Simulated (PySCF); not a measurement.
Simulation results for GeH₈N₂Si, GeH₉NSi₂, GeH₅NOSi

Computed with PySCF 2.14.0. Calculation on a computer-drawn molecule: the log of a Hartree-Fock and frozen-core CCSD(T) single point meant for a local Hartree-Fock minimum, with one planted fault or none, to be diagnosed. Offsets are logged minus clean, where the clean run is the same molecule without the fault. The reference is restricted for singlets and unrestricted otherwise, and also for a bond in bohr or an excited solution. Adding or removing an electron swaps singlet and doublet. The excited solution moves the top pair (singlet) or top alpha electron (doublet) to the lowest empty orbital. Highest occupied and lowest empty are orbital energies over both spins, largest force is the largest gradient component, triples share is (T) over the correlation energy, the T1 limit is 0.02 restricted and 0.045 unrestricted, electrons count all cores, a negative frequency is imaginary (commonest isotopes), and the dipole is about the centre of nuclear charge; on germanium a core potential holds 10 electrons, which the energies leave out, and 3d is frozen in MP2 and coupled-cluster steps.

Common to all runs: meant charge 0; meant multiplicity 1; meant basis cc-pV(D+d)Z; meant basis and core potential on germanium cc-pVDZ-PP ECP10MDF; logged SCF converged yes; logged CC converged yes; logged SCF stable within its kind yes; possible faults no fault, one electron removed, one electron added, multiplicity raised by two, geometry at a saddle point, SCF held on an excited solution, minimal basis STO-3G, one bond length entered in bohr, all coordinates scaled.

```json
{"entry": 1, "formula": "GeH8N2Si", "logged_structure": {"atoms_angstrom": [["N", 0.5171, -2.3795, 0.6131], ["Si", 0.6278, -0.7485, 1.182], ["Ge", -1.2734, 0.6413, 0.6661], ["N", -1.0222, 2.3219, 1.4102], ["H", -0.1878, -2.9783, 1.003], ["H", 0.5873, -2.5441, -0.3746], ["H", 0.7807, -0.7869, 2.6566], ["H", 1.8326, -0.1393, 0.5748], ["H", -1.4219, 0.8683, -0.8474], ["H", -2.5861, -0.0282, 1.1409], ["H", -0.9055, 2.3055, 2.4096], ["H", -1.7659, 2.9692, 1.2076]]}, "given": {"logged_electrons": 68, "logged_basis_functions": 114, "logged_spin_squared": 0.0, "logged_highest_occupied [eV]": -9.5766, "logged_lowest_empty [eV]": 3.2012, "logged_largest_force [hartree/bohr]": 2.6951e-05, "logged_lowest_frequency [cm^-1]": 47.667, "logged_T1_diagnostic": 0.011228, "logged_D1_diagnostic": 0.029402, "logged_triples_share": 0.02486, "logged_dipole_magnitude [debye]": 1.592, "logged_energy_HF [hartree]": -695.90302, "logged_energy_CCSD(T) [hartree]": -696.52129, "drawn_bonds_atom": [1, 2, 3, 1, 1, 2, 2, 3, 3, 4, 4], "drawn_bonds_other_atom": [2, 3, 4, 5, 6, 7, 8, 9, 10, 11, 12], "drawn_bonds_order": [1, 1, 1, 1, 1, 1, 1, 1, 1, 1, 1]}, "results": {"planted_fault": "no fault", "HF_energy_offset_from_clean_run [kcal/mol]": 0.0, "CCSD(T)_energy_offset_from_clean_run [kcal/mol]": 0.0}}
{"entry": 2, "formula": "GeH8N2Si", "logged_structure": {"atoms_angstrom": [["N", 0.5171, -2.3795, 0.6131], ["Si", 0.6278, -0.7485, 1.182], ["Ge", -1.2734, 0.6413, 0.6661], ["N", -0.7987, 3.8172, 2.0722], ["H", -0.1878, -2.9783, 1.003], ["H", 0.5873, -2.5441, -0.3746], ["H", 0.7807, -0.7869, 2.6566], ["H", 1.8326, -0.1393, 0.5748], ["H", -1.4219, 0.8683, -0.8474], ["H", -2.5861, -0.0282, 1.1409], ["H", -0.682, 3.8008, 3.0716], ["H", -1.5424, 4.4644, 1.8696]]}, "given": {"logged_electrons": 68, "logged_basis_functions": 114, "logged_spin_squared": 0.9953, "logged_highest_occupied [eV]": -7.9133, "logged_lowest_empty [eV]": 1.4558, "logged_largest_force [hartree/bohr]": 0.014065, "logged_T1_diagnostic": 0.014075, "logged_D1_diagnostic": 0.054323, "logged_triples_share": 0.022756, "logged_dipole_magnitude [debye]": 1.4595, "logged_energy_HF [hartree]": -695.81985, "logged_energy_CCSD(T) [hartree]": -696.40269, "drawn_bonds_atom": [1, 2, 3, 1, 1, 2, 2, 3, 3, 4, 4], "drawn_bonds_other_atom": [2, 3, 4, 5, 6, 7, 8, 9, 10, 11, 12], "drawn_bonds_order": [1, 1, 1, 1, 1, 1, 1, 1, 1, 1, 1]}, "results": {"planted_fault": "one bond length entered in bohr, row 3 of the drawn bonds", "HF_energy_offset_from_clean_run [kcal/mol]": 52.2, "CCSD(T)_energy_offset_from_clean_run [kcal/mol]": 74.42}}
{"entry": 3, "formula": "GeH9NSi2", "logged_structure": {"atoms_angstrom": [["N", -0.0144, -2.308, 0.4083], ["Si", -1.0373, -1.0442, 1.0023], ["Ge", 0.0483, 1.0596, 0.584], ["Si", 0.8237, 1.226, -1.6891], ["H", -0.3923, -3.2369, 0.3522], ["H", 0.933, -2.3546, 0.737], ["H", -2.3082, -1.1135, 0.2444], ["H", -1.384, -1.1389, 2.4464], ["H", -0.9201, 2.2148, 0.8859], ["H", 1.2549, 1.228, 1.5256], ["H", -0.2922, 0.9646, -2.6292], ["H", 1.8939, 0.2292, -1.9295], ["H", 1.3667, 2.5788, -1.961]]}, "given": {"logged_electrons": 77, "logged_basis_functions": 128, "logged_spin_squared": 0.7667, "logged_highest_occupied [eV]": 2.2604, "logged_lowest_empty [eV]": 7.8678, "logged_largest_force [hartree/bohr]": 0.030255, "logged_T1_diagnostic": 0.016278, "logged_D1_diagnostic": 0.077204, "logged_triples_share": 0.028217, "logged_dipole_magnitude [debye]": 1.3188, "logged_energy_HF [hartree]": -930.86425, "logged_energy_CCSD(T) [hartree]": -931.45422, "drawn_bonds_atom": [1, 2, 3, 1, 1, 2, 2, 3, 3, 4, 4, 4], "drawn_bonds_other_atom": [2, 3, 4, 5, 6, 7, 8, 9, 10, 11, 12, 13], "drawn_bonds_order": [1, 1, 1, 1, 1, 1, 1, 1, 1, 1, 1, 1]}, "results": {"planted_fault": "one electron added", "HF_energy_offset_from_clean_run [kcal/mol]": 64.41, "CCSD(T)_energy_offset_from_clean_run [kcal/mol]": 47.98}, "notes": ["highest electron not bound in this basis"]}
{"entry": 4, "formula": "GeH5NOSi", "logged_structure": {"atoms_angstrom": [["N", -0.7007, 1.5236, 3.9897], ["Si", 0.7758, 1.2764, 3.1053], ["Ge", 0.5236, 2.1246, 0.7812], ["O", 2.1197, 1.4434, 0.3139], ["H", -1.1002, 2.4446, 3.9998], ["H", -0.7771, 1.125, 4.9087], ["H", 1.978, 1.9107, 3.7223], ["H", 1.0273, -0.186, 3.0856], ["H", 2.3567, 1.5924, -0.5907]]}, "given": {"logged_electrons": 66, "logged_basis_functions": 99, "logged_spin_squared": 0.0, "logged_highest_occupied [eV]": -8.0355, "logged_lowest_empty [eV]": 0.83947, "logged_largest_force [hartree/bohr]": 1.7109e-05, "logged_lowest_frequency [cm^-1]": 47.485, "logged_T1_diagnostic": 0.017763, "logged_D1_diagnostic": 0.065373, "logged_triples_share": 0.026351, "logged_dipole_magnitude [debye]": 1.6129, "logged_energy_HF [hartree]": -714.56733, "logged_energy_CCSD(T) [hartree]": -715.16437, "drawn_bonds_atom": [1, 2, 3, 1, 1, 2, 2, 4], "drawn_bonds_other_atom": [2, 3, 4, 5, 6, 7, 8, 9], "drawn_bonds_order": [1, 1, 1, 1, 1, 1, 1, 1]}, "results": {"planted_fault": "no fault", "HF_energy_offset_from_clean_run [kcal/mol]": 0.0, "CCSD(T)_energy_offset_from_clean_run [kcal/mol]": 0.0}}
```
